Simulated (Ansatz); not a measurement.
`O[SiH2]S` and `S[SiH2][GeH3]` differ in one atom or group.

Ansatz, PBE0-D4/def2-TZVP geometries, multiplicity 1. Each molecule was computed in one conformer, which needn't be the lowest.

Scalar relativity is left out up to krypton.

```tsv
property	`O[SiH2]S`
LUMO energy (PBE/def2-TZVPP) / eV	-0.61
LUMO energy (ωB97M-V/def2-TZVPP) / eV	1.89
HOMO energy (PBE0/def2-TZVPP) / eV	-7.70
LUMO energy (PBE0/def2-TZVPP) / eV	0.26
HOMO energy (ωB97M-V/def2-TZVPP) / eV	-9.91
size of the dipole moment (B3LYP/def2-TZVPP) / D	0.81
```

Task: What does the change do to each property? (Estimate.)

Result: Computed: 
| property | `S[SiH2][GeH3]` | shift |
| --- | --- | --- |
| LUMO energy (PBE/def2-TZVPP) / eV | -1.09 | -0.48 |
| LUMO energy (ωB97M-V/def2-TZVPP) / eV | 1.50 | -0.39 |
| HOMO energy (PBE0/def2-TZVPP) / eV | -7.32 | 0.38 |
| LUMO energy (PBE0/def2-TZVPP) / eV | -0.26 | -0.52 |
| HOMO energy (ωB97M-V/def2-TZVPP) / eV | -9.41 | 0.50 |
| size of the dipole moment (B3LYP/def2-TZVPP) / D | 0.88 | 0.07 |

With PBE0 the HOMO rises by 0.38 eV and the LUMO falls by 0.52 eV, so the gap narrows by about 0.90 eV. PBE moves the HOMO by 0.29 eV and ωB97M-V by 0.50 eV. The zero-point energy changes by 23.0 kJ/mol with +6 modes. Dipoles are sizes alone; their direction can turn.

B3LYP here is the variant with VWN-RPA as its local correlation; programs differ in this.
